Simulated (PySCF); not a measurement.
Some computed properties have been withheld. Give your best values.

Compound: C4H11BO4Si.
SMILES with atom numbers: `[CH3:1][O:2][B:3]([CH2:4][C:5](=[O:6])[O:7][SiH3:8])[O:9][CH3:10]` (hydrogens: H11, H12, H13 on C1; H14, H15 on C4; H16, H17, H18 on Si8; H19, H20, H21 on C10)

```csv
property,level,value
point group,PBE0-D3(BJ)/def2-SVP,C1
"rotational constants A, B, C",PBE0-D3(BJ)/def2-SVP,"1.691, 0.642, 0.554 GHz"
dipole moment,CAM-B3LYP/def2-SVPD,3.04 D
HOMO energy,CAM-B3LYP/def2-SVPD,?
LUMO energy,CAM-B3LYP/def2-SVPD,?
lowest singlet excitation,TDDFT CAM-B3LYP/def2-SVPD,?
strongest line among the 10 lowest singlet transitions,TDDFT CAM-B3LYP/def2-SVPD,?
lowest triplet excitation (Tamm–Dancoff),TDA CAM-B3LYP/def2-SVPD,5.39 eV
static isotropic polarisability,CAM-B3LYP/def2-SVPD,?
vertical ionisation energy,ΔSCF CAM-B3LYP/def2-SVPD,10.32 eV
electronic spatial extent ⟨r²⟩ about the centre of nuclear charge,CAM-B3LYP/def2-SVPD,2161 bohr²
13C chemical shifts (computed TMS as zero) by class,GIAO CAM-B3LYP/pcSseg-1,?
1H chemical shifts (computed TMS as zero) by class,GIAO CAM-B3LYP/pcSseg-1,?
"isotropic shieldings of nuclei other than C and H, by class",GIAO CAM-B3LYP/pcSseg-1,"71 (B3), -130 (O6), 135 (O7), 229 (O2/O9), 381 (Si8) ppm"
```

Electronic properties: PySCF, gas phase, density fitting. Geometry: PBE0-D3(BJ)/def2-SVP, one conformer, isolated molecule. NMR classes are plain means over equivalent atoms (diastereotopic ones count apart unless rotation or inversion swaps them), as if these changed places fast; in this geometry the members of some classes differ.

(1) What is the lowest singlet excitation?

(2) The HOMO energy?

(3) What are the 1H chemical shifts (computed TMS as zero) by class?

(4) Give the static isotropic polarisability.

(5) What is the LUMO energy?

(6) Give the strongest line among the 10 lowest singlet transitions.

(7) What are the 13C chemical shifts (computed TMS as zero) by class?

Results:

(1) 5.88 eV (211 nm, f = 0.004).

(2) -9.60 eV.

(3) 4.64 (H16/H17/H18), 3.81 (H11/H12/H13/H19/H20/H21), 1.94 (H14/H15) ppm.

(4) 101.1 au.

(5) 0.71 eV.

(6) S5 at 7.97 eV (155 nm, f = 0.082).

(7) 182.5 (C5), 52.7 (C1/C10), 25.7 (C4) ppm.

The ΔSCF ionisation energy exceeds −ε(HOMO) by 0.72 eV with CAM-B3LYP. The principal polarisabilities are 89.5, 102.5 and 111.4 au; their mean is the isotropic value. The rotational constants make it an asymmetric top with κ = (2B − A − C)/(A − C) = -0.85, nearer the prolate limit (−1). A dipole of 3.04 D is allowed in C1, and pure rotational transitions are dipole-allowed. The dipole matches unit charges of opposite sign 0.63 Å apart (1 e·Å = 4.8032 D).
